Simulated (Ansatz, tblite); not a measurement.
Removing and adding an electron: the cluster Hg₃. Total charge 0; singlet. Geometry: r2SCAN/def2-TZVP. Ansatz, gas phase; energy differences of separate SCF runs; the oxidised species was run as a doublet alone; the reduced species was run as a doublet alone.

```xyz
3

Hg   -0.485    1.759    0.647
Hg    0.826   -1.278    1.197
Hg   -0.341   -0.481   -1.844
```

In the def2 sets Hg takes a core potential; there is no spin–orbit coupling. The xTB rows come from tblite. The structure comes from a short search, and lower isomers may exist.

Task: Estimate orbital energies and vertical ionisation energies and electron affinities at: GFN1-xTB; GFN2-xTB; PBE/def2-TZVPD; r2SCAN/def2-TZVPD; PBE0/def2-TZVP; PBE0/def2-TZVPD.

Result: 
```tsv
level	−HOMO (eV)	vertical IE (eV)	−LUMO (eV)	vertical EA (eV)	HOMO–LUMO gap (eV)	IE − EA (eV)	remarks
GFN1-xTB	12.31	14.85	6.31	4.32	6.00	10.53	–
GFN2-xTB	12.06	15.12	5.11	3.19	6.95	11.92	–
PBE/def2-TZVPD	6.28	–	1.96	0.21	4.31	–	HOMO above zero (-1 doublet)
r2SCAN/def2-TZVPD	6.48	–	1.73	0.22	4.75	–	HOMO above zero (-1 doublet)
PBE0/def2-TZVP	6.95	8.72	1.38	–	5.57	–	–
PBE0/def2-TZVPD	6.95	–	1.38	0.17	5.57	–	HOMO above zero (-1 doublet)
```

Run but left out: PBE/def2-TZVP, r2SCAN/def2-TZVP (charge +1 doublet: an occupied level 0.20 to 0.34 eV above an empty one).   A HOMO above zero means that the electron is unbound at that level or that self-interaction error raises the level; the energy of removing that electron tells which. Raw xTB energy differences between charge states are shifted by several eV; the methods need an empirical correction for them.
